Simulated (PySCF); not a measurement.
Si(GeH3)2H2.
SMILES: `[H][Si]([H])([GeH3])[GeH3]`

Computed, not measured: PBE0-D3(BJ)/def2-SVP geometry optimisation, gas phase in PySCF 2.14.0.

Masses are those of the commonest isotopes; rigid-rotor values at the optimised geometry. 

(1) Give the principal moments of inertia and the rotational constants in MHz.

(2) What kind of rotor is it?

(3) Is it planar, by Δ = Ic − Ia − Ib?

(4) Give the coordinates in the principal-axis frame, origin at the centre of mass.

## Answers

(1) Ia = 66.18, Ib = 616.39, Ic = 664.07 u·Å²; 505379 MHz·u·Å²/I gives A = 7636, B = 819.9, C = 761.0 MHz.

(2) A near-prolate asymmetric top. Ray's parameter κ = (2B − A − C)/(A − C) = -0.983; −1 is the prolate and +1 the oblate limit.

(3) Not planar: Δ = Ic − Ia − Ib = -18.50 u·Å². For a rigid frame Δ = −2 Σ m c², so Σ m c² = 9.25 u·Å² lies off the ab plane, practically all of it from hydrogen. The atom farthest from that plane is 1.35 Å away.

(4) The sense of each axis is arbitrary; atoms in the order of the calculation.
```csv
atom,mass (u),a (Å),b (Å),c (Å)
Si1,27.977,0.001,-1.130,0.001
Ge2,73.921,-1.964,0.220,0.000
H3,1.008,-1.898,1.271,1.124
H4,1.008,-3.223,-0.644,0.210
H5,1.008,-2.091,0.956,-1.347
Ge6,73.921,1.964,0.220,0.000
H7,1.008,2.030,1.064,1.286
H8,1.008,1.941,1.174,-1.209
H9,1.008,3.231,-0.651,-0.085
H10,1.008,-0.004,-1.998,-1.219
H11,1.008,0.001,-2.020,1.204
```

The dipole components are |μa| = 0.01 D, |μb| = 0.05 D, |μc| = 0.02 D.

No PBE0-D3(BJ)/def2-SVP frequencies stand behind this structure, so it isn't proved a minimum. No vibrational averaging or centrifugal distortion is included, and the geometry carries the error of its method. A rigid rotor knows nothing of internal rotation, which can split or shift real lines.

Hardware: one thread, Arm Neoverse V1 (aarch64), shared host with 64 logical CPUs at a one-minute load of 23. Cost: 33 s wall, 0.45 GiB resident at most. These figures are those of the optimisation.
